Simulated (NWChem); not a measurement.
Polarisability of HCu

```xyz
2

Cu     0.0000     0.0000     0.0488
H      0.0000     0.0000    -1.4145
```
Charge 0, spin multiplicity 1.

Program: NWChem. Structure: optimised with PBE/def2-SVP, a minimum by its harmonic frequencies.

Basis set: def2-SVPD. Static limit.

The correlated methods keep 9 core orbitals frozen. B3LYP has NWChem's definition, with VWN1-RPA local correlation. The structure started from a generated list of species. No row is a measurement; the coupled-cluster row has its own basis-set and correlation limits.

```tsv
method	isotropic polarisability (bohr³)
B3LYP	…
HF	…
CCSD linear response	35.76
BHandHLYP	…
PBE	…
```

**Question.** Some entries are withheld; supply them.

**Answer.** 
- B3LYP, isotropic polarisability (bohr³): 32.95
- HF, isotropic polarisability (bohr³): 27.43
- BHandHLYP, isotropic polarisability (bohr³): 30.37
- PBE, isotropic polarisability (bohr³): 35.18
